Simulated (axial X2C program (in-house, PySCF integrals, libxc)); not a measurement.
## Estimating the spin–orbit splitting of the π levels of AuCl

Calculated with an in-house relativistic program for diatomic molecules. Spin-free means the one-electron spin-free X2C Hamiltonian; two-component (2c) means X2C with spin–orbit coupling and atomic mean-field two-electron Coulomb and Gaunt terms, so the difference of the two also holds small scalar two-electron terms. Basis: Au dyall-cv4z [15s16p10d7f7g], Cl dyall-av4z [10s9p4d3f2g] (cores contracted in-house); Gaussian nuclei, density fitting, unrestricted open shells. Masses: Au 196.967 u, Cl 34.969 u.

Hartree–Fock at 2.214 Å, closed shell. Valence p splittings ε(p3/2) − ε(p1/2) of spherical Dirac–Hartree–Fock atoms with fractionally filled p shells: Cl 3p 0.140 eV.

```json
{"filled π level (eV), spin-free": "-10.88", "Cl p share": "0.73", "Au p share": "0.04"}
```

Q: In first order a p shell splits by 3ζ/2 and a π orbital by ζ. Estimate the splitting of each π level from the shares.

A: level -10.88 eV: (2/3) × (0.73 × 0.140) = 0.07 eV.

The two-component Hartree–Fock calculation gives:

| ε(ω = 1/2) (eV) | σ share of it | ε(ω = 3/2) (eV) | splitting (eV) | estimate (eV) |
| --- | --- | --- | --- | --- |
| -11.178 | 0.42 | -10.767 | 0.41 | 0.07 |

The estimate leaves out the mixing of π1/2 with σ1/2 levels, which pushes the ω = 1/2 spinor up or down, the d and f parts of the orbital, small shares of the strongly split outer-core p shell of a metal, the Gaunt term (absent from the atomic values), and the change of the atomic p orbitals with charge; Löwdin shares depend on the basis.
